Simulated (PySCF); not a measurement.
A side-by-side comparison of computed properties.

First species: C5H7OP.
InChI=1S/C5H7OP/c1-4-3-7-5(2)6-4/h3H,1-2H3

Second species: C₂H₈F₃PSi₂.
Z-matrix (Å and degrees, GFN2-xTB geometry), rows numbered from 1:
```
F 
C   1  1.3505
F   2  1.3501  1  105.83
F   2  1.3477  1  105.95  3   112.29
Si  2  1.9482  1  112.70  3  -123.76
C   5  1.8891  2  104.60  1    57.91
Si  6  1.9084  5  113.85  2  -171.14
P   7  2.2369  6  107.44  5   -49.20
H   5  1.4609  2  104.11  1   179.02
H   5  1.4625  2  103.66  1   -62.50
H   6  1.0914  5  109.09  2    66.42
H   6  1.0902  5  109.92  2   -49.47
H   7  1.4699  6  109.08  5  -174.02
H   7  1.4660  6  110.00  5    66.55
H   8  1.3837  7   95.79  6   -75.47
H   8  1.3821  7   95.08  6  -168.33
```

Levels: CAM-B3LYP/def2-SVPD for dipole moment, HOMO energy, LUMO energy, HOMO–LUMO gap, static isotropic polarisability and electronic spatial extent ⟨r²⟩ about the centre of nuclear charge; TDDFT CAM-B3LYP/def2-SVPD for lowest singlet excitation; TDA CAM-B3LYP/def2-SVPD for lowest triplet excitation (Tamm–Dancoff); GFN2-xTB for rotational constant A and rotational constant C. Geometries: GFN2-xTB. Each species is one conformer at its optimised geometry, gas phase, non-relativistic unless stated; the electronic structure was computed with PySCF and density fitting.

The conformers computed, where there is a choice (atom-mapped SMILES and torsion angles):
- `[F:1][C:2]([F:3])([F:4])[SiH2:5][CH2:6][SiH2:7][PH2:8]`: F1–C2–Si5–C6 58°, C2–Si5–C6–Si7 -171°, Si5–C6–Si7–P8 -49°, H–P8–Si7–C6 -75°, H–P8–Si7–C6 -168°

Values for the first species:

```
Dipole moment                                                     : 1.56 D
HOMO energy                                                       : -7.41 eV
LUMO energy                                                       : 0.50 eV
HOMO–LUMO gap                                                     : 7.91 eV
Lowest singlet excitation                                         : 5.09 eV
Lowest triplet excitation (Tamm–Dancoff)                          : 3.02 eV
Static isotropic polarisability                                   : 85.1 au
Electronic spatial extent ⟨r²⟩ about the centre of nuclear charge : 908 bohr²
Rotational constant A                                             : 3.799 GHz
Rotational constant C                                             : 1.324 GHz
```

Question: Estimate the same properties for the second species, and the change in each.

Answer: 
```
                                                         property      first      second  second less first
                                                    dipole moment     1.56 D      3.29 D            +1.73 D
                                                      HOMO energy   -7.41 eV    -9.05 eV           -1.64 eV
                                                      LUMO energy    0.50 eV     0.54 eV           +0.04 eV
                                                    HOMO–LUMO gap    7.91 eV     9.59 eV           +1.68 eV
                                        lowest singlet excitation    5.09 eV     6.54 eV           +1.45 eV
                         lowest triplet excitation (Tamm–Dancoff)    3.02 eV     5.67 eV           +2.65 eV
                                  static isotropic polarisability    85.1 au    106.3 au           +21.2 au
electronic spatial extent ⟨r²⟩ about the centre of nuclear charge  908 bohr²  2444 bohr²        +1536 bohr²
                                            rotational constant A  3.799 GHz   2.541 GHz         -1.258 GHz
                                            rotational constant C  1.324 GHz   0.428 GHz         -0.896 GHz
```

On the first: In atomic units the dipole is 0.62 e·bohr (1 au = 2.5417 D). A dipole of 1.56 D is allowed in Cs, and pure rotational transitions are dipole-allowed. GFN2-xTB frequencies show an imaginary mode (97i cm⁻¹), so this geometry is no minimum at that level.

On the second: The dipole equals about 11.0 × 10⁻³⁰ C·m (1 D = 3.33564 × 10⁻³⁰ C·m). The principal polarisabilities are 90.4, 105.3 and 123.0 au; their mean is the isotropic value.
